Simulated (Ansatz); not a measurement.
`CC[C](=O)[ZnH]`, relaxed with RKS PBE0-D4/def2-TZVP in the Gaussian-basis code of Ansatz from a PBE-D4/def2-SVP geometry. The force threshold is 0.005 eV/Å; the program also tests the step.

Charge 0, multiplicity 1.

Start:

```xyz
11

C     0.055   -1.191   -0.615
C     0.284    0.294   -0.892
C    -0.321    1.200    0.177
O    -0.872    2.255   -0.100
Zn   -0.212    0.663    2.127
H     0.621   -1.834   -1.317
H    -1.018   -1.459   -0.699
H     0.384   -1.461    0.414
H    -0.098    0.613   -1.885
H     1.378    0.514   -0.878
H    -0.200    0.405    3.668
```

```tsv
step	energy (eV)	largest force (eV/Å)	largest move (Å)
1	-53664.0628	1.143	0.000
2	-53664.1032	0.155	0.033
3	-53664.1075	0.119	0.028
4	-53664.1084	0.108	0.035
5	-53664.1095	0.075	0.036
6	-53664.1102	0.038	0.044
7 (rejected)	-53664.1100	0.079	0.024
8	-53664.1104	0.018	0.012
9	-53664.1106	0.022	0.027
10	-53664.1109	0.068	0.043
11	-53664.1110	0.041	0.006
12	-53664.1110	0.016	0.011
13	-53664.1111	0.007	0.010
14 (rejected)	-53664.1110	0.013	0.008
15	-53664.1111	0.002	0.004
```

End:

```xyz
11

C     0.043   -1.199   -0.675
C     0.320    0.284   -0.863
C    -0.327    1.125    0.212
O    -0.991    2.100   -0.062
Zn   -0.182    0.743    2.177
H     0.584   -1.796   -1.411
H    -1.022   -1.419   -0.780
H     0.358   -1.542    0.316
H    -0.016    0.643   -1.840
H     1.400    0.468   -0.791
H    -0.167    0.595    3.716
```

It took 27 s on 2 threads of an AMD EPYC 7R13 on a shared host and a share of an NVIDIA H100 80 GB, with 0.9 GiB of host memory at the peak.
